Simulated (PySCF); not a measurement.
ClRb, charge -1, multiplicity 2. Atoms are numbered in the order given.

```xyz
2

Rb     0.0000     0.0000    -0.9461
Cl     0.0000     0.0000     2.0591
```
Charge -1, spin multiplicity 2.

The structure is a stationary point at PBE0-D3(BJ)/def2-TZVPD. The multiplicity is an assumed one; other spin states were not compared. The def2 effective core potentials stand for the cores of Rb; spin–orbit coupling is left out.

Computed with C-PCM-ωB97X/def2-TZVPD run with PySCF.

The values are the electrostatic part of the solvation free energy, E(continuum) − E(gas) at the gas-phase geometry, in a cavity of scaled van der Waals radii (PySCF's table); cavitation and dispersion terms are not included. A continuum can't describe solvent molecules that bind to the metal.

Computed values in water (ε = 78.36), 2-propanol (ε = 19.26), toluene (ε = 2.37):
```tsv
solvent	ε	ΔG(elec) (kcal/mol)
water	78.36	-46.1
2-propanol	19.26	-44.1
toluene	2.37	-26.1
```
